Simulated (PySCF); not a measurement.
CH10OS2Si3.
SMILES: `C[SiH2]O[SiH2]S[SiH2]S`

Computed, not measured: TDDFT B3LYP/def2-SVPD, vertical, gas phase, core orbitals frozen in the response (PySCF). The structure is a single GFN2-xTB conformer in the gas phase; no vibrational or solvent corrections.

Each state is given a Gaussian of 0.25 eV full width at half maximum, with ε(max) = 2.175×10⁸ f / Δν̃ (Δν̃ the width in cm⁻¹). The width is an assumption, not a result. The curve ends short of the highest state used, and states not computed would add to its high-energy end.

(E (eV), ε (L mol⁻¹ cm⁻¹)): (4.98, 0), (5.00, 0), (5.03, 0), (5.05, 0), (5.08, 1), (5.11, 1), (5.13, 2), (5.16, 4), (5.18, 6), (5.21, 11), (5.23, 14), (5.26, 22), (5.28, 28), (5.31, 41), (5.33, 54), (5.36, 81), (5.38, 110), (5.41, 175), (5.44, 277), (5.46, 370), (5.49, 549), (5.51, 691), (5.54, 922), (5.56, 1074), (5.59, 1267), (5.61, 1355), (5.64, 1406), (5.66, 1379), (5.69, 1254), (5.71, 1127), (5.74, 899), (5.77, 662), (5.79, 517), (5.82, 334), (5.84, 240), (5.87, 139), (5.89, 96), (5.92, 63), (5.94, 60), (5.97, 81), (5.99, 115), (6.02, 201), (6.04, 284), (6.07, 452)

(1) Locate the maxima and give the states behind the curve.

(2) Does any computed singlet lie in the visible range?

(3) Coming from long wavelengths, where does ε first pass 100 L mol⁻¹ cm⁻¹?

(4) On this curve, what absorbance would a 10⁻⁴ mol/L sample give at 222 nm over a 1 cm path?

## Answers

(1) 220 nm (5.64 eV), ε about 1400, made up of S4 (97%) (ε in L mol⁻¹ cm⁻¹; maxima over ε = 5, shares over 10%). At its high-energy end, 6.07 eV, the curve is still rising (ε about 450, from S5). The states used: S1 5.35 eV (f 0.0000); S2 5.38 eV (f 0.0003); S3 5.58 eV (f 0.0005); S4 5.64 eV (f 0.013); S5 6.23 eV (f 0.013); S6 6.42 eV (f 0.015); S7 6.67 eV (f 0.0052); S8 6.67 eV (f 0.0095).

(2) No computed singlet lies in the visible range (380 to 750 nm); the lowest, at 232 nm, stands 2.09 eV above its violet end (3.26 eV).

(3) At about 231 nm (5.37 eV), 0.02 eV above S1.

(4) 222 nm is 5.585 eV, where ε is about 1200 L mol⁻¹ cm⁻¹, so A = ε c l ≈ 0.12 (Beer–Lambert, with the gas-phase spectrum and the assumed width).
